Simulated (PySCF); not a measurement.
# Relaxation of singlet Sr₃

These are results of PBE0 in PySCF with Sr def2-TZVP with ECP28; scalar-relativistic core potentials, no spin–orbit coupling; density-fitted integrals, not measurements. A (50,194) grid was used.

A hand-made equilateral triangle start, of D3h symmetry, held to at least that symmetry:

```xyz
3
charge 0 multiplicity 1, angstrom
Sr    0.0000    2.3071    0.0000
Sr    1.9980   -1.1535    0.0000
Sr   -1.9980   -1.1535    0.0000
```

**Question.** What forces act on the atoms at the start (eV/Å)?

**Answer.** 
| atom | Fx | Fy | Fz |
| --- | --- | --- | --- |
| Sr1 | 0.00 | 0.43 | 0.00 |
| Sr2 | 0.37 | -0.21 | 0.00 |
| Sr3 | -0.37 | -0.21 | 0.00 |

**Question.** What does it relax to?

**Answer.** It ends at D3h with Sr–Sr 4.317 Å (×3); Sr–Sr–Sr 60.0° (×3). The frequency run here used a shortcut that can spoil soft modes, so no verdict on minimum or saddle point is given.

**Question.** How much energy is released, and in how many steps?

**Answer.** 10.0 kJ/mol in 5 steps.
